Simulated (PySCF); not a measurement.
C₃H₈N₂Si, SMILES C#CC[SiH](N)N. Coordinates come from a B3LYP-D3(BJ)/def2-SVP optimisation. This is a generated structure with no PubChem entry under its InChIKey; it may be hypothetical. One conformer was computed; it need not be the lowest.

Q: Give the equilibrium geometry at B3LYP-D3(BJ)/def2-SVP (PySCF confirms it by a frequency run) as bond lengths and angles. (An estimate is asked for; the answer gives what the named calculation found.)

A: One answer among several that fit: 
Atoms: C1 C2 C3 Si4 N5 N6 H7 H8 H9 H10 H11 H12 H13 H14. Bonds (Å): C1–C2 1.214, C1–H7 1.073, C2–C3 1.454, C3–Si4 1.911, C3–H8 1.105, C3–H9 1.104, Si4–N5 1.724, Si4–N6 1.727, Si4–H10 1.496, N5–H11 1.015, N5–H12 1.014, N6–H13 1.016, N6–H14 1.017. Bond angles (°): C2–C1–H7 178.5, C1–C2–C3 176.3, C2–C3–Si4 111.7, C2–C3–H8 110.6, C2–C3–H9 110.8, Si4–C3–H8 108.1, Si4–C3–H9 108.5, H8–C3–H9 106.9, C3–Si4–N5 115.4, C3–Si4–N6 104.0, C3–Si4–H10 106.8, N5–Si4–N6 108.0, N5–Si4–H10 104.6, N6–Si4–H10 118.5, Si4–N5–H11 122.1, Si4–N5–H12 121.8, H11–N5–H12 112.4, Si4–N6–H13 120.0, Si4–N6–H14 118.0, H13–N6–H14 111.2.
